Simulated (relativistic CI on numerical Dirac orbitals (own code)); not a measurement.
## One change at a time: Gd55+

Base calculation: Dirac-Coulomb-Breit CI, KLI orbitals optimised for each configuration, QED by a radiative potential, unscaled Slater integrals.

Configurations in the expansion (outside the closed core 1s2): 2s²2p⁵, 2s2p⁶, 2p⁶3s, 2p⁶3p, 2p⁶3d, 2s²2p⁴3s, 2s²2p⁴3p, 2s²2p⁴3d, 2s2p⁵3s, 2s2p⁵3p, 2s2p⁵3d, 2s²2p⁴4s, 2s²2p⁴4p, 2s²2p⁴4d, 2s²2p⁴4f, 2s2p⁵4s, 2s²2p³3s², 2s2p⁵4p, 2s2p⁵4d, 2s²2p³3s3p, 2s2p⁵4f, 2s²2p⁴5s, 2s²2p⁴5p, 2s²2p⁴5d, 2s²2p³3s3d, 2s²2p⁴5f, 2s²2p³3p², 2s²2p⁴5g, 2s²2p³3p3d, 2s2p⁴3s², 2s²2p³3d², 2s2p⁴3s3p, 2s2p⁴3s3d, 2s2p⁴3p², 2s2p⁵5s, 2s2p⁵5p. Levels of other configurations are missing.

Variants: (1) P86 correlation estimate. Shifts of the energy above 2s²2p⁵ ²P°3/2, in eV, for the lowest level and the first level of each name with at least 55 % of one term (blank where a level changes its place among those of its configuration and J or its character, or is not in the variant):

```tsv
Level	Base	Δ(1)
2s²2p⁵ ²P°3/2	0.00	0.00
2s²2p⁵ ²P°1/2	717.20	0.00
2s2p⁶ ²S1/2	1104.09	+0.23
2s²2p⁴3s ⁴P5/2	6234.84	+1.47
2s²2p⁴3s ²P3/2	6244.05	+1.47
2s²2p⁴3s ²S1/2	6287.58	+1.47
2s²2p⁴3p ²P°1/2	6394.35	+1.56
2s²2p⁴3p ⁴D°7/2	6543.88	+1.56
2s²2p⁴3d ⁴F9/2	6714.29	+1.22
2s²2p⁴3d ²D3/2	6716.73	+1.22
2s²2p⁴3d ²P1/2	6726.12	+1.22
2s²2p⁴3s ⁴P3/2	6953.53	+1.47
2s²2p⁴3s ²P1/2	6961.59	+1.47
2s²2p⁴3s ²D5/2	6973.17	+1.47
2s²2p⁴3s ²D3/2	6977.93	+1.47
2s²2p⁴3p ²F°7/2	7279.17	+1.56
2s2p⁵3s ²P°3/2	7313.61	+1.65
2s2p⁵3s ²P°1/2	7369.99	+1.65
2s²2p⁴3d ⁴D1/2	7378.41	+1.22
2s²2p⁴3d ²G7/2	7402.71	+1.22
2s²2p⁴3d ²G9/2	7449.78	+1.22
```

At this charge energies of transitions that change n are usually good to better than 1 %, and those within a shell (Δn = 0) to a few per cent.

Ionisation energy from the two ground configurations alone: base 11550.9 eV. The NIST ASD value (theoretical) is 11552 eV.

LS names give the leading component of a level, which can be under half, so a name can repeat, a term be missing and a line seem to break the LS rules.
